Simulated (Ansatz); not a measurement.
Ideal-gas functions of CH2BF3O (`OC(F)B(F)F`) at 298.15 K and 1 bar, from an Ansatz frequency run at PBE0-D4/def2-TZVP.

Molar mass 97.83 g/mol, point group C1 (symmetry number 1), electronic degeneracy 1, moments of inertia 98.576, 181.506, 245.391 u Å². Harmonic wavenumbers (cm⁻¹, unscaled): 20, 178, 231, 346, 402, 516, 562, 680, 798, 1050, 1139, 1220, 1298, 1365, 1465, 1501, 3011, 3839.

Use S(trans) = R[1.5 ln M + 2.5 ln T − 1.1517]; rotational temperatures θ = 24.2544 K / I; S(rot) = R[ln(√π/σ · √(T³/θAθBθC)) + 1.5]; for each mode x = 1.438777 ν̃/T, S = R[x/(eˣ − 1) − ln(1 − e⁻ˣ)] and H = RT x/(eˣ − 1); 1 cm⁻¹ = 0.0119627 kJ/mol; R = 8.31446 J/(mol·K).

Q: By hand: the entropy, in J/(mol·K).

A: Translation 166.0. Rotation: θ = 0.246, 0.1336, 0.0988 K, giving 112.1. Vibration, mode by mode: 27.76, 9.83, 7.83, 4.96, 4.00, 2.59, 2.18, 1.38, 0.87, 0.32, 0.22, 0.16, 0.12, 0.09, 0.06, 0.05, 0.00, 0.00, in all 62.4. Electronic 0.0. Sum 340.5 J/(mol·K).

Q: By hand: H − E and G − E in kJ/mol, counted from the electronic energy.

A: Zero-point energy ½ × 19621 × 0.0119627 = 117.4; thermal vibration 8.9; translation, rotation and pV give 4 RT = 9.9. H − E = 136.2 kJ/mol, and G − E = 136.2 − 298.15 × 340.5/1000 = 34.7 kJ/mol.

Vibration gives 18 % of the entropy, 27.8 J/(mol·K) of it from the mode under 150 cm⁻¹: soft modes count most, and the harmonic formula is weakest for them. The sum counts one conformer and one mirror image; others add a mixing term.
